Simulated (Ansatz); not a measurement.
Basis-set extrapolation for `CN1BC1[SiH3]` (PBE0-D4/def2-TZVP geometry, frozen core, Ansatz 0.2.0). Multiplicity 1, RHF reference.

|  | def2-TZVPP | def2-QZVPP |
| --- | --- | --- |
| HF | -448.488423 | -448.505031 |
| MP2 correlation | -0.772299 | -0.823412 |
| CCSD(T) correlation | -0.857421 | not run |

Energies in hartree. Use E(X) = E(∞) + A·exp(−7.88·√X) for Hartree–Fock and E(X) = E(∞) + B·X^(−2.97) for correlation, with X = 3 and 4, and add CCSD(T) minus MP2 of the smaller set to the MP2 limit.

What is the CCSD(T) energy at the basis-set limit?

HF limit: -448.505031 + (-0.016608) × 0.13774 = -448.50732. MP2 limit: -0.823412 + (-0.051113) × 0.74074 = -0.86127. Higher-order term: -0.857421 − (-0.772299) = -0.08512. Total: -449.45371 hartree, 283.2 kJ/mol below CCSD(T)/def2-TZVPP.
